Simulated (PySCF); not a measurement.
The vertical singlet excitations below were computed for one of the candidates. Level of theory: TDDFT CAM-B3LYP/def2-SVPD, vertical, gas phase, core orbitals frozen in the response in PySCF 2.14.0, density-fitted response routines. Geometries: GFN2-xTB, one conformer each.

```json
{"state": "S1", "ν̃ (cm⁻¹)": "44060", "f": "0.0007", "main configurations (H = HOMO, L = LUMO)": "H→L (55%), H→L+1 (30%)"}
{"state": "S2", "ν̃ (cm⁻¹)": "47430", "f": "0.0065", "main configurations (H = HOMO, L = LUMO)": "H→L+1 (42%), H→L (40%)"}
{"state": "S3", "ν̃ (cm⁻¹)": "53450", "f": "0.020", "main configurations (H = HOMO, L = LUMO)": "H→L+2 (73%), H→L+4 (13%)"}
{"state": "S4", "ν̃ (cm⁻¹)": "56700", "f": "0.0006", "main configurations (H = HOMO, L = LUMO)": "H-2→L (86%)"}
{"state": "S5", "ν̃ (cm⁻¹)": "57690", "f": "0.012", "main configurations (H = HOMO, L = LUMO)": "H-1→L+1 (55%), H→L+5 (10%), H→L+4 (9%)"}
{"state": "S6", "ν̃ (cm⁻¹)": "58260", "f": "0.017", "main configurations (H = HOMO, L = LUMO)": "H-1→L+1 (26%), H→L+4 (20%), H→L+5 (14%)"}
{"state": "S7", "ν̃ (cm⁻¹)": "58820", "f": "0.0031", "main configurations (H = HOMO, L = LUMO)": "H-3→L (56%), H-1→L (11%)"}
{"state": "S8", "ν̃ (cm⁻¹)": "60290", "f": "0.0069", "main configurations (H = HOMO, L = LUMO)": "H→L+5 (28%), H→L+3 (25%), H→L+6 (15%)"}
```

Question: Which candidate is it?
A. `OC1=CC=C(S)C=C1`
B. `c1(ccccc1)S`
C. `[SiH3]O[C@H]1CO[SiH2]S1`
D. `C[SiH2]C#CC#CC=O`

Answer: C. Its S1, at 5.46 eV, is the highest among the candidates; the nearest of the others has S1 at 5.07 eV. S1 is HOMO→LUMO (55%), HOMO→LUMO+1 (30%). Löwdin shares by element: HOMO sulfur 69%, carbon 10% or more, silicon 9% or more; LUMO silicon 32% or more, sulfur 23%, hydrogen 19% or more (atoms not listed hold the other 26%). At the same level the other candidates give, for their lowest levels:
- `Oc1ccc(S)cc1`: 4.67 eV (f 0.031); 4.98 eV (f 0.002); 5.42 eV (f 0.258); 5.67 eV (f 0.005); 5.83 eV (f 0.015); T1 3.79 eV; HOMO -7.20, LUMO 0.49 eV
- `C[SiH2]C#CC#CC=O`: 3.60 eV (f 0.000); 3.71 eV (f 0.000); 4.26 eV (f 0.091); 4.75 eV (f 0.000); 6.12 eV (f 0.008); T1 3.08 eV; HOMO -9.09, LUMO -1.71 eV
- `Sc1ccccc1`: 5.07 eV (f 0.011); 5.18 eV (f 0.002); 5.52 eV (f 0.222); 5.99 eV (f 0.020); 6.56 eV (f 0.172); T1 3.91 eV; HOMO -7.60, LUMO 0.62 eV
Triplets come from the Tamm–Dancoff approximation.

Without π bonds the low states are Rydberg-like; a valence basis with one diffuse set may place them up to an eV too high.
